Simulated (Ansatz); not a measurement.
H3NSi (SMILES N[SiH]) moved off its minimum; all values from Ansatz (a program for electronic structure), cores frozen in correlated methods.
(charge 0, multiplicity 1)
```xyz
5

Si    -0.25505     0.38162     0.53175
H     -0.53680     1.52876    -0.48229
N      0.40262    -0.72464    -0.61331
H      0.44372    -0.54599    -1.59850
H      0.78775    -1.62499    -0.35465
```

Forces at MP2/aug-cc-pV(T+d)Z (eV/Å):

```
atom      Fx      Fy      Fz
----  ------  ------  ------
Si1    0.062   0.193  -0.214
H2     0.087  -0.528   0.214
N3    -0.114   0.181   0.363
H4     0.134  -0.038  -0.310
H5    -0.169   0.192  -0.054
```

Problem. Give the forces (eV/Å), the total energy and the dipole at CCSD(T)/aug-cc-pV(T+d)Z.

Solution. 
```tsv
atom	Fx	Fy	Fz
Si1	0.057	0.151	-0.116
H2	0.064	-0.432	0.146
N3	-0.111	0.172	0.371
H4	0.136	-0.039	-0.343
H5	-0.146	0.149	-0.059
```
Energy -345.5203 hartree, dipole 1.94 D.

Doubts at one or more of the structures used: a restricted determinant that unrestricted orbitals would lower (CCSD(T)/aug-cc-pV(T+d)Z, MP2/aug-cc-pV(T+d)Z).
